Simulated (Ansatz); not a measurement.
Abridged output of a molecular run in Ansatz:

```
Functional definition: HF
942 factors; integrals over basis functions are off by at most 1.0e-3 eV
mean field evaluation 1: about -14902.7883 eV, gradient 5.2e1 eV
mean field evaluation 2: about -14902.9431 eV, gradient 5.2e1 eV
mean field evaluation 4: about -14907.9711 eV, gradient 4.0e0 eV
mean field evaluation 8: about -14908.0353 eV, gradient 1.5e-1 eV
mean field -14908.03538441 eV, -547.8601953477 hartree, gradient 1.3e-6 eV, S^2 0.000000; 0 other end points of the search recorded, 0 dependent functions left out
7 core orbitals not correlated: weight in the atoms' cores, before any rotation towards them, 1.000 or more for the frozen orbitals, at most 0.000 for the correlated occupied ones
reference -14908.03538441 eV, -547.8601953477 hartree; 21, 21 occupied and 70, 70 virtual orbitals, 942 factors
second order -31.70815667 eV of doubles, -0.00000000 eV of singles
cycle   1  -31.26807904 eV  change    4.4e-1 eV  update   1.2e-1
cycle   2  -31.93031220 eV  change   -6.6e-1 eV  update   3.4e-2
cycle   3  -32.09234184 eV  change   -1.6e-1 eV  update   1.6e-2
cycle   4  -32.08007655 eV  change    1.2e-2 eV  update   3.1e-3
cycle   5  -32.07809227 eV  change    2.0e-3 eV  update   1.4e-3
cycle   6  -32.07914979 eV  change   -1.1e-3 eV  update   4.3e-4
cycle   7  -32.07885481 eV  change    2.9e-4 eV  update   1.4e-4
cycle   8  -32.07870268 eV  change    1.5e-4 eV  update   4.4e-5
cycle   9  -32.07872208 eV  change   -1.9e-5 eV  update   1.3e-5
perturbative correction -0.75181591 eV, -0.0276287252 hartree
Total energy: -14940.86592240 eV, -549.0666953655 hartree
```

Its atoms:

Cartesian coordinates in Å:
```
F -0.026 -1.810 -0.181
C -0.443 -0.573 -0.003
F -1.627 -0.576 0.575
O -0.289 0.288 -1.084
C 0.457 0.558 0.058
F 1.765 0.439 -0.060
F 0.163 1.673 0.696
```

(1) Which basis set was used?
A. def2-TZVPP
B. def2-TZVPPD
C. cc-pV(Q+d)Z
D. def2-SVP

(2) Write the keys of the input that set method, charge and spin (a neutral closed shell needs none for the last two).

## Answers

(1) D. It gives 98 functions.

(2) 
```yaml
correlation: {method: ccsd_t}
```
